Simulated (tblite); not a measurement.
Compound: C7H9N.
SMILES with atom numbers: `[CH2:1]=[N:2][CH2:3][C:4]1=[CH:5][CH2:6][CH:7]=[CH:8]1` (hydrogens: H9, H10 on C1; H11, H12 on C3; H13 on C5; H14, H15 on C6; H16 on C7; H17 on C8)

Computed with GFN2-xTB (tblite), gas phase: L-BFGS steps from a force-field or distance-geometry start until the largest atomic force falls under 0.01 eV/Å.

Step 48: E = -610.1942 eV
```
atom  x, y, z in Å  |  force x, y, z in eV/Å
C1      2.6169   -1.6757    0.4731    0.008  -0.019   0.017
N2      1.6431   -1.1745    1.0733    0.000  -0.038  -0.014
C3      0.3033   -1.4369    0.6281    0.003   0.000  -0.009
C4     -0.3795   -0.1320    0.3526   -0.018  -0.008  -0.004
C5     -0.8744    0.3025   -0.8165   -0.001  -0.005  -0.002
C6     -1.4775    1.6562   -0.6354   -0.001   0.004  -0.001
C7     -1.2212    1.9348    0.8094   -0.015  -0.010   0.005
C8     -0.5919    0.8915    1.3620   -0.007  -0.004   0.006
H9      2.5385   -2.3472   -0.3928   -0.005   0.044   0.008
H10     3.6118   -1.4506    0.8296   -0.002  -0.005  -0.008
H11     0.2664   -2.0834   -0.2658    0.017   0.014   0.008
H12    -0.2101   -1.9473    1.4527    0.003   0.051  -0.003
H13    -0.8666   -0.2150   -1.7582   -0.021  -0.012  -0.011
H14    -1.0217    2.4043   -1.2872    0.023  -0.010   0.007
H15    -2.5474    1.6514   -0.8585    0.001   0.002  -0.004
H16    -1.5239    2.8464    1.2912    0.003   0.001  -0.003
H17    -0.2727    0.7876    2.3821    0.014  -0.005   0.008
```

Step 49: E = -610.1945 eV
```
atom  x, y, z in Å  |  force x, y, z in eV/Å
C1      2.6165   -1.6732    0.4732    0.005  -0.022   0.015
N2      1.6423   -1.1750    1.0756    0.013  -0.051  -0.033
C3      0.3033   -1.4378    0.6280   -0.002   0.005  -0.004
C4     -0.3806   -0.1335    0.3533   -0.020   0.002  -0.003
C5     -0.8767    0.3002   -0.8155   -0.001   0.006  -0.006
C6     -1.4774    1.6555   -0.6354    0.001   0.004   0.003
C7     -1.2208    1.9343    0.8099   -0.013  -0.007  -0.007
C8     -0.5917    0.8908    1.3626   -0.014   0.004   0.003
H9      2.5374   -2.3408   -0.3961   -0.001   0.051   0.020
H10     3.6118   -1.4508    0.8309   -0.013  -0.003  -0.011
H11     0.2662   -2.0832   -0.2670    0.025   0.015   0.018
H12    -0.2098   -1.9483    1.4525   -0.005   0.042  -0.002
H13    -0.8687   -0.2163   -1.7579   -0.022  -0.013  -0.002
H14    -1.0170    2.4008   -1.2879    0.011  -0.015   0.019
H15    -2.5474    1.6543   -0.8597    0.017   0.002  -0.002
H16    -1.5223    2.8477    1.2902    0.008  -0.017  -0.005
H17    -0.2722    0.7871    2.3829    0.011  -0.005  -0.002
```

Step 50: E = -610.1949 eV
```
atom  x, y, z in Å  |  force x, y, z in eV/Å
C1      2.6158   -1.6690    0.4735   -0.004  -0.020   0.011
N2      1.6399   -1.1773    1.0788    0.027  -0.050  -0.041
C3      0.3020   -1.4398    0.6282   -0.006   0.012   0.004
C4     -0.3826   -0.1360    0.3540   -0.016   0.013  -0.002
C5     -0.8797    0.2971   -0.8146   -0.001   0.016  -0.010
C6     -1.4766    1.6544   -0.6354    0.004   0.001   0.007
C7     -1.2191    1.9335    0.8103   -0.008  -0.002  -0.019
C8     -0.5913    0.8892    1.3634   -0.020   0.011  -0.004
H9      2.5375   -2.3290   -0.4017    0.003   0.047   0.021
H10     3.6109   -1.4482    0.8330   -0.019  -0.002  -0.010
H11     0.2650   -2.0842   -0.2674    0.031   0.012   0.022
H12    -0.2112   -1.9488    1.4529   -0.015   0.024   0.002
H13    -0.8723   -0.2185   -1.7579   -0.022  -0.015   0.011
H14    -1.0104    2.3959   -1.2890   -0.003  -0.016   0.032
H15    -2.5467    1.6579   -0.8608    0.031   0.004   0.000
H16    -1.5177    2.8496    1.2885    0.011  -0.034  -0.006
H17    -0.2708    0.7851    2.3839    0.006  -0.002  -0.017
```

Step 51: E = -610.1953 eV
```
atom  x, y, z in Å  |  force x, y, z in eV/Å
C1      2.6145   -1.6625    0.4736   -0.013  -0.012   0.005
N2      1.6357   -1.1816    1.0827    0.034  -0.033  -0.029
C3      0.2990   -1.4433    0.6289   -0.006   0.017   0.011
C4     -0.3856   -0.1396    0.3546   -0.005   0.020  -0.002
C5     -0.8830    0.2932   -0.8139    0.000   0.021  -0.011
C6     -1.4744    1.6531   -0.6353    0.005  -0.004   0.007
C7     -1.2156    1.9325    0.8103   -0.001   0.002  -0.024
C8     -0.5906    0.8866    1.3641   -0.020   0.012  -0.011
H9      2.5392   -2.3115   -0.4093    0.005   0.029   0.008
H10     3.6085   -1.4414    0.8355   -0.017   0.000  -0.004
H11     0.2627   -2.0870   -0.2668    0.032   0.005   0.018
H12    -0.2151   -1.9499    1.4539   -0.024   0.003   0.006
H13    -0.8772   -0.2216   -1.7578   -0.022  -0.016   0.022
H14    -1.0026    2.3900   -1.2903   -0.011  -0.010   0.038
H15    -2.5444    1.6621   -0.8613    0.034   0.006  -0.001
H16    -1.5092    2.8514    1.2862    0.009  -0.042  -0.002
H17    -0.2689    0.7814    2.3844    0.000   0.002  -0.031
```

Question: Estimate the geometry and energy of step 52. (The exact step hangs on the optimiser's Hessian estimate; all steps are aligned on step 51, rigid shifts and turns removed.)

Answer: E = -610.1957 eV, largest force 0.037 eV/Å
```
atom  x, y, z in Å  |  force x, y, z in eV/Å
C1      2.6124   -1.6545    0.4733   -0.020  -0.002   0.000
N2      1.6303   -1.1869    1.0870    0.029  -0.009  -0.006
C3      0.2946   -1.4479    0.6303   -0.002   0.015   0.015
C4     -0.3891   -0.1439    0.3553    0.007   0.016  -0.002
C5     -0.8859    0.2894   -0.8133    0.004   0.016  -0.008
C6     -1.4711    1.6517   -0.6353    0.004  -0.006   0.002
C7     -1.2103    1.9316    0.8096    0.004   0.002  -0.019
C8     -0.5898    0.8836    1.3644   -0.012   0.006  -0.016
H9      2.5417   -2.2912   -0.4177    0.004   0.008  -0.012
H10     3.6046   -1.4312    0.8379   -0.010  -0.001   0.003
H11     0.2600   -2.0911   -0.2654    0.027   0.000   0.011
H12    -0.2212   -1.9524    1.4551   -0.027  -0.011   0.007
H13    -0.8823   -0.2255   -1.7573   -0.021  -0.017   0.026
H14    -0.9952    2.3842   -1.2915   -0.009   0.004   0.032
H15    -2.5407    1.6660   -0.8609    0.023   0.007  -0.004
H16    -1.4981    2.8529    1.2836    0.002  -0.035   0.006
H17    -0.2670    0.7772    2.3844   -0.004   0.006  -0.034
```

The energy changes by -0.0004 eV. The first-order estimate −F·Δx gives -0.0005 eV and the mean of the old and new forces, exact on a quadratic surface, -0.0004 eV. The step makes an angle of 83° with the force vector and moves no atom by more than 0.022 Å.

Hardware: Arm Neoverse N1, one thread, on a shared host.
